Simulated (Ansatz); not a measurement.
Reaction (germylene formation by 1,1-elimination): `C=[CH][Ge]([Cl])([Cl])[Cl]` → `[Cl][Ge][Cl]` + `C=CCl`

Isolated molecules relaxed with PBE0-D4/def2-TZVP in Ansatz; ΔE leaves out vibrations. CBS: MP2 limit from def2 TZ/QZ plus the TZ coupled-cluster correction, frozen cores. This one scheme is used for every species. Functionals use def2-TZVPP. For Ge outer-core shells are correlated without core-valence functions, which leaves a few kJ/mol of doubt a bond. Scalar relativity is left out up to krypton. Each species was taken in one conformer, which may not be the lowest.

```tsv
level	ΔE (kJ/mol)	difference from CCSD(T)/CBS
PBE-D4	147.8	-27.3
r2SCAN-D4	175.2	0.1
B97M-V	176.2	1.1
r2SCANh-D4	180.5	5.4
ωB97X-V	182.9	7.8
ωB97M-V	167.4	-7.7
PBE	133.9	-41.2
r2SCANh	176.2	1.1
CAM-B3LYP	150.7	-24.4
HF/def2-TZVPP	173.0	-2.1
CCSD(T)/CBS	175.1	0
```

Largest T1 diagnostic among the species: 0.013.

Leaving LDA and LC-ωPBE aside and taking each functional with its dispersion term where it has one, the values, not all of them listed here, spread over 72.6 kJ/mol, from BLYP-D4 to PBE-QIDH. LDA lies +36.7 kJ/mol from PBE without D4. From r2SCAN to r2SCAN0 (25 % exact exchange), in def2-TZVPP and without D4, ΔE moves by +12.0 kJ/mol. The D4 term adds +22.4 kJ/mol with B3LYP and +12.6 kJ/mol with PBE0; it sums over pairs of atoms, weighted by their polarisabilities, and B3LYP, whose exchange is more repulsive, gets the larger term.

CCSD(T)/CBS has its own doubt, a few kJ/mol and more with outer-core shells, so smaller differences from it don't rank the levels.

B3LYP here is the variant with VWN-RPA as its local correlation; programs differ in this.
